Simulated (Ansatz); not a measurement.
A series at Ge: from `[CH3][GeH3]`, ligands are replaced one by one, each step taking up HCl and setting free H₂; n counts the steps. Ansatz, PBE0-D4/def2-TZVP geometries.

```json
{"n": "0", "molecule": "`[CH3][GeH3]`", "HOMO energy, ωB97M-V/def2-TZVPP (eV)": "?"}
{"n": "1", "molecule": "`[CH3][GeH2][Cl]`", "HOMO energy, ωB97M-V/def2-TZVPP (eV)": "-10.73"}
{"n": "2", "molecule": "`[CH3][GeH]([Cl])[Cl]`", "HOMO energy, ωB97M-V/def2-TZVPP (eV)": "-10.94"}
{"n": "3", "molecule": "`[CH3][Ge]([Cl])([Cl])[Cl]`", "HOMO energy, ωB97M-V/def2-TZVPP (eV)": "-11.41"}
```

Q: By hand: fit a straight line y = ȳ + b (n − n̄) to the 3 given rows and predict n = 0.

A: n̄ = 2.000, ȳ = -11.027; Σ(n − n̄)(y − ȳ) = -0.680, Σ(n − n̄)² = 2.000, so b = -0.340 eV a step. Prediction: -11.027 + (-0.340) × (-2.000) = -10.35 eV.

Q: By hand: compare with the computed value, -11.15 eV, and give the steps along the whole series.

A: The line misses by -0.80 eV (computed minus predicted). Steps: 0.42, -0.21, -0.47 eV.

The steps change sign along the series, so a line is a poor guide. The highest orbital can change its character along such a series. The miss is 117.6 % of the series' range.
